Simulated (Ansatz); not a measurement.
Computed with Ansatz on PBE0-D4/def2-TZVP structures; ΔE is electronic, products minus reactants. CCSD(T)/CBS is the MP2 limit (def2-TZVPP, def2-QZVPP) plus CCSD(T) − MP2 in def2-TZVPP, frozen cores. This one scheme is used for every species. Functionals use def2-TZVPP. def2 core potentials past Kr. For Te outer-core shells are correlated without core-valence functions, which leaves a few kJ/mol of doubt a bond. One conformer a species, not always the lowest.

Consider the cleavage of the Al–Si bond: `[NH2][Al]([F])[SiH3]` + H₂Te → `[NH2][Al]([F])[TeH]` + SiH₄.

`[NH2][Al]([F])[SiH3]`:

Z-matrix (Å, degrees):
```
Si
Al 1 2.437
H 1 1.489 2 111.3
H 1 1.490 2 110.9 3 120.0
H 1 1.490 2 111.2 3 -120.0
F 2 1.654 1 119.8 3 58.6
N 2 1.759 1 123.1 3 -121.5
H 7 1.007 2 124.2 1 0.1
H 7 1.008 2 125.3 1 -179.9
```

H₂Te:

Z-matrix (Å, degrees):
```
Te
H 1 1.656
H 1 1.656 2 90.4
```

`[NH2][Al]([F])[TeH]`:

```xyz
7

N     1.493    0.337   -0.286
Al   -0.237    0.049   -0.250
F    -1.124    0.398   -1.595
Te   -1.405   -0.879    1.780
H     1.988    0.701   -1.084
H     2.126    0.168    0.477
H    -2.840   -0.773    0.958
```

SiH₄:

Cartesian coordinates in Å:
```
Si 0.000 0.000 0.000
H -0.295 1.209 0.810
H -0.373 0.250 -1.415
H -0.782 -1.149 0.523
H 1.450 -0.310 0.082
```

```json
{"level": "BLYP-D4", "ΔE (kJ/mol)": "-94.5", "difference from CCSD(T)/CBS": "12.5"}
{"level": "r2SCAN-D4", "ΔE (kJ/mol)": "-101.6", "difference from CCSD(T)/CBS": "5.4"}
{"level": "ωB97M-V", "ΔE (kJ/mol)": "-104.7", "difference from CCSD(T)/CBS": "2.3"}
{"level": "PBE0", "ΔE (kJ/mol)": "-95.6", "difference from CCSD(T)/CBS": "11.4"}
{"level": "BHLYP", "ΔE (kJ/mol)": "-105.0", "difference from CCSD(T)/CBS": "2.0"}
{"level": "CAM-B3LYP", "ΔE (kJ/mol)": "-98.9", "difference from CCSD(T)/CBS": "8.1"}
{"level": "LC-ωPBE", "ΔE (kJ/mol)": "-98.0", "difference from CCSD(T)/CBS": "9.0"}
{"level": "MP2/def2-TZVPP", "ΔE (kJ/mol)": "-116.8", "difference from CCSD(T)/CBS": "-9.8"}
{"level": "SCS-MP2/def2-QZVPP", "ΔE (kJ/mol)": "-115.4", "difference from CCSD(T)/CBS": "-8.4"}
{"level": "HF/CBS(def2)", "ΔE (kJ/mol)": "-113.6", "difference from CCSD(T)/CBS": "-6.6"}
{"level": "CCSD(T)/CBS", "ΔE (kJ/mol)": "-107.0", "difference from CCSD(T)/CBS": "0"}
```

Problem. What do rigid-rotor, harmonic-oscillator terms from PBE0-D4/def2-TZVP frequencies (298.15 K, 1 bar) make of the CCSD(T)/CBS value? (Best estimate.)

Solution. The calculation gave: ΔZPE = +4.5 kJ/mol, ΔH = -103.2 kJ/mol, ΔS = -21 J/(mol·K), ΔG = -97.0 kJ/mol. Modes under 50 cm⁻¹ make the entropy rough.

Largest T1 diagnostic among the species: 0.013.

From PBE to PBE0 (25 % exact exchange), in def2-TZVPP and without D4, ΔE moves by −7.0 kJ/mol. At CCSD(T), def2-SVP lies +5.3 kJ/mol from the extrapolated value and def2-TZVPP +4.9 kJ/mol.
